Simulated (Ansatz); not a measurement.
Relaxation of ClH$_{5}$OW (8 atoms, charge 0, multiplicity 1), to a largest force component of 0.02 eV/Å in at most 40 steps.

The calculation used RKS PBE0/def2-SVP in Ansatz 0.2.0.

```xyz
8
Properties=species:S:1:pos:R:3
W 0.000 0.000 0.000
Cl 0.000 0.000 2.390
H 1.720 0.000 0.000
O 0.000 1.940 0.000
H -0.634 2.277 -0.710
H -1.720 0.000 0.000
H 0.000 -1.720 0.000
H 0.000 0.000 -1.720
```

Task: Where does it end, and by what steps?

Result: The forces met the threshold. After 14 steps the energy has fallen by 4.479 eV; Cl2 moved furthest, 0.56 Å.

```json
{"step": "0", "energy less start (eV)": "0.0000", "largest force component (eV/Å)": "7.096", "accepted": "yes"}
{"step": "1", "energy less start (eV)": "-1.8373", "largest force component (eV/Å)": "2.471", "accepted": "yes"}
{"step": "2", "energy less start (eV)": "-3.0268", "largest force component (eV/Å)": "2.746", "accepted": "yes"}
{"step": "3", "energy less start (eV)": "-3.9267", "largest force component (eV/Å)": "3.632", "accepted": "yes"}
{"step": "4", "energy less start (eV)": "-4.3777", "largest force component (eV/Å)": "0.834", "accepted": "yes"}
{"step": "5", "energy less start (eV)": "-4.4383", "largest force component (eV/Å)": "0.582", "accepted": "yes"}
{"step": "6", "energy less start (eV)": "-4.4707", "largest force component (eV/Å)": "0.150", "accepted": "yes"}
{"step": "7", "energy less start (eV)": "-4.4744", "largest force component (eV/Å)": "0.065", "accepted": "yes"}
{"step": "8", "energy less start (eV)": "-4.4757", "largest force component (eV/Å)": "0.056", "accepted": "yes"}
{"step": "9", "energy less start (eV)": "-4.4767", "largest force component (eV/Å)": "0.036", "accepted": "yes"}
{"step": "10", "energy less start (eV)": "-4.4773", "largest force component (eV/Å)": "0.050", "accepted": "yes"}
{"step": "11", "energy less start (eV)": "-4.4781", "largest force component (eV/Å)": "0.087", "accepted": "yes"}
{"step": "12", "energy less start (eV)": "-4.4789", "largest force component (eV/Å)": "0.052", "accepted": "yes"}
{"step": "13", "energy less start (eV)": "-4.4787", "largest force component (eV/Å)": "0.062", "accepted": "no"}
{"step": "14", "energy less start (eV)": "-4.4792", "largest force component (eV/Å)": "0.008", "accepted": "yes"}
```

```xyz
8
Properties=species:S:1:pos:R:3
W 0.065 0.314 0.437
Cl -0.008 -0.531 2.578
H 1.458 -0.132 -0.384
O -0.215 2.039 -0.231
H -0.491 2.399 -1.082
H -1.378 -0.196 -0.206
H -0.005 -1.309 0.024
H -0.060 -0.085 -1.176
```

Whether the end is a true minimum wasn't checked by a vibrational analysis.

Time of the run: 39 s on 1 thread of Intel(R) Xeon(R) 6975P-C (Granite Rapids) (shared host), peak memory 0.2 GiB.
